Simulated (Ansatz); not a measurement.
`[F][Ge]([F])([F])[F]` and `[NH2][Ge]([F])([F])[F]` differ in one atom or group.

Ansatz, PBE0-D4/def2-TZVP geometries, multiplicity 1. Each molecule was computed in one conformer, which needn't be the lowest.

Scalar relativity is left out up to krypton.

| property | `[F][Ge]([F])([F])[F]` |
| --- | --- |
| HOMO–LUMO gap (ωB97M-V/def2-TZVPP) / eV | 15.69 |
| size of the dipole moment (ωB97M-V/def2-TZVPP) / D | 0.00 |
| LUMO energy (ωB97M-V/def2-TZVPP) / eV | 0.46 |
| LUMO energy (PBE/def2-TZVPP) / eV | -2.88 |
| HOMO–LUMO gap (B3LYP/def2-TZVPP) / eV | 10.20 |
| HOMO energy (B3LYP/def2-TZVPP) / eV | -12.36 |

Problem. Give the same properties after the change, and the shifts. (An estimate is asked.)

Solution. Computed: 
| property | `[NH2][Ge]([F])([F])[F]` | shift |
| --- | --- | --- |
| HOMO–LUMO gap (ωB97M-V/def2-TZVPP) / eV | 12.61 | -3.08 |
| size of the dipole moment (ωB97M-V/def2-TZVPP) / D | 3.31 | 3.31 |
| LUMO energy (ωB97M-V/def2-TZVPP) / eV | 1.12 | 0.66 |
| LUMO energy (PBE/def2-TZVPP) / eV | -1.77 | 1.11 |
| HOMO–LUMO gap (B3LYP/def2-TZVPP) / eV | 7.67 | -2.53 |
| HOMO energy (B3LYP/def2-TZVPP) / eV | -8.80 | 3.56 |

With PBE0 the HOMO rises by 3.63 eV and the LUMO rises by 1.02 eV, so the gap narrows by about 2.61 eV. PBE moves the HOMO by 3.03 eV and ωB97M-V by 3.73 eV. The zero-point energy changes by 61.1 kJ/mol with +6 modes.

B3LYP here is the variant with VWN-RPA as its local correlation; programs differ in this.
